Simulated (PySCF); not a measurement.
**Gallium: a sound run and one with changed settings**

Sound run: Ga [Ar] 3d10 4s2 4p1, Ga⁺ [Ar] 3d10 4s2. Computed with PySCF 2.14 in cc-pVTZ-PP with ECP10MDF, with scalar relativity through the core potential. In the sound run the correlated levels freeze 3s2 3p6 3d10 outside the core potential. The sound run starts from symmetry-adapted Hartree-Fock orbitals and uses a fine grid where one is needed.

Changed run: initial guess atom, at most 50 SCF cycles.

```json
{"species": "Ga", "method": "UHF", "sound run (hartree)": "-258.30203", "changed run (hartree)": "-258.30203", "converged": "yes"}
{"species": "Ga", "method": "LDA", "sound run (hartree)": "-259.02988", "changed run (hartree)": "-259.02988", "converged": "yes"}
{"species": "Ga", "method": "CCSD(T)", "sound run (hartree)": "-258.34997", "changed run (hartree)": "-258.34997", "converged": "yes"}
{"species": "Ga⁺", "method": "MN15", "sound run (hartree)": "-259.58987", "changed run (hartree)": "-259.58987", "converged": "yes"}
{"species": "Ga⁺", "method": "MP2", "sound run (hartree)": "-258.12531", "changed run (hartree)": "-258.12531", "converged": "yes"}
```

Here the plain start reaches the same solutions.
